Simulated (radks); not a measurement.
Q: Cr+, configuration [Ar] 3d5. All-electron calculation, scalar-relativistic Kohn-Sham, PBEsol, spin-polarised, spherical densities, finite nucleus; open shells are filled with parallel spins first; Fermi nuclear charge, rms radius 3.6452 fm. Program: a radial shooting solver on a logarithmic mesh with Libxc functionals. Some entries of the table are withheld. Estimate them.

orbital,occ.,eigenvalue (hartree),<r^2> (bohr^2)
1s down,1,-216.0927,0.005439
1s up,1,-216.0918,0.005440
2s up,1,-24.72022,0.1019
2s down,1,-24.65860,0.1015
2p up,3,(1),0.08343
2p down,3,(2),0.08301
3s up,1,(3),0.9460
3s down,1,(4),0.9488
3p up,3,-1.96352,1.111
3p down,3,-1.80157,1.119
3d up,5,-0.40110,2.561

A: 
(1) 2p up eigenvalue (hartree): -20.81697
(2) 2p down eigenvalue (hartree): -20.77000
(3) 3s up eigenvalue (hartree): -3.00651
(4) 3s down eigenvalue (hartree): -2.84345
